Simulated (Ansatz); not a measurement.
Calculated with Ansatz (gas phase, PBE0-D4/def2-TZVP geometries, no zero-point term in ΔE). CBS: MP2 limit from def2 TZ/QZ plus the TZ coupled-cluster correction, frozen cores. DFT in def2-TZVPP. One conformer a species, not always the lowest.

`OC(F)(F)N[SiH3]` → `NC(F)(F)O[SiH3]`  (isomerisation)

`OC(F)(F)N[SiH3]`:

Z-matrix (Å, degrees):
```
C
F 1 1.364
F 1 1.378 2 103.4
O 1 1.355 2 111.5 3 -116.0
N 1 1.385 2 108.8 3 120.7
H 4 0.964 1 108.3 2 73.3
Si 5 1.737 1 125.6 2 -21.5
H 5 1.006 1 113.3 2 162.5
H 7 1.483 5 111.6 1 -53.5
H 7 1.483 5 112.1 1 69.0
H 7 1.484 5 104.0 1 -172.4
```

`NC(F)(F)O[SiH3]`:

```xyz
11

N    -1.575   -0.589   -1.137
C    -0.270   -0.291   -0.737
F     0.437   -1.447   -0.601
F     0.440    0.405   -1.692
O    -0.272    0.416    0.407
Si    1.000    0.519    1.486
H    -2.169    0.223   -1.046
H    -1.598   -0.947   -2.082
H     0.624    1.645    2.367
H     2.267    0.802    0.772
H     1.116   -0.736    2.263
```

Is it downhill or uphill in electronic energy at CCSD(T)/CBS, and by how much? (An estimate is asked.)

Computed: Downhill: ΔE = -8.9 kcal/mol.

What do these levels give: ωB97X-V, B2PLYP, PBE0, MP2/def2-QZVPP, SCS-MP2/def2-QZVPP, MP2/CBS(def2)? (Estimate.)

Computed: ωB97X-V -8.8, B2PLYP -9.2, PBE0 -8.0, MP2/def2-QZVPP -8.9, SCS-MP2/def2-QZVPP -9.3, MP2/CBS(def2) -8.8 kcal/mol.

Largest T1 diagnostic among the species: 0.012.

In def2-TZVPP, CCSD(T) changes the Hartree–Fock value by +2.0 kcal/mol (the triples alone add +0.2 kcal/mol) and MP2 by +2.1 kcal/mol.
